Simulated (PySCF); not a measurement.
# Tc: excitation energy

Tc [Kr] 4d5 5s2 (6S) → Tc [Kr] 4d4 5s2 5p1 (high-spin determinant), as a difference of total energies. Calculation: PySCF 2.14, in def2-QZVPPD with the def2 core potential (28 electrons); a scalar-relativistic core potential. Correlated levels: valence: 4s2 4p6 frozen; valence and next inner shell: nothing frozen outside the core potential. The calculations carry no spin-orbit coupling.

```
                                method  excitation energy (cm⁻¹)
                                   UHF                     55192
                                   LDA                     58547
                                   PBE                     57856
                                  PBE0                     57708
                                r2SCAN                     59154
                                PBEsol                     58176
                             CAM-B3LYP                     56173
                                   M06                     61312
                               r2SCAN0                     58808
                         MP2 (valence)                     58027
                     SCS-MP2 (valence)                     54634
    MP2 (valence and next inner shell)                     58596
SCS-MP2 (valence and next inner shell)                     56109
```

The upper state lies above the first ionisation limit, where it may autoionise and the basis confines it.

The determinant of the upper state mixes LS terms, which raises its energy above the lowest term, most at the Hartree-Fock and MP2 levels.
